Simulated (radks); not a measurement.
Task: All-electron atom: Cl XV in [He] 2s1. All-electron calculation, scalar-relativistic Kohn-Sham, exchange-only LDA, spin-polarised, spherical densities, point nucleus; open shells are filled with parallel spins first. Program: a radial shooting solver on a logarithmic mesh with Libxc functionals. Some entries of the table are withheld. Estimate them.

| orbital | occ. | eigenvalue (eV) | <1/r> (bohr^-1) | <r> (bohr) |
|---|---|---|---|---|
| 1s up | 1 | -3455.080 | 16.74 | 0.09036 |
| 1s down | 1 | -3450.233 | 16.74 | 0.09029 |
| 2s up | 1 | -782.3987 | 3.928 | 0.3795 |
| 2s down | 0 | -756.7576 | 3.920 | 0.3811 |
| 2p up | 0 | (1) | (2) | 0.3267 |
| 2p down | 0 | (3) | (4) | 0.3259 |
| 3s up | 0 | -328.4827 | 1.700 | (5) |
| 3s down | 0 | -320.3818 | 1.661 | (6) |

Result: 
(1) 2p up eigenvalue (eV): -750.9224
(2) 2p up <1/r> (bohr^-1): 3.846
(3) 2p down eigenvalue (eV): -728.2110
(4) 2p down <1/r> (bohr^-1): 3.868
(5) 3s up <r> (bohr): 0.8768
(6) 3s down <r> (bohr): 0.8939
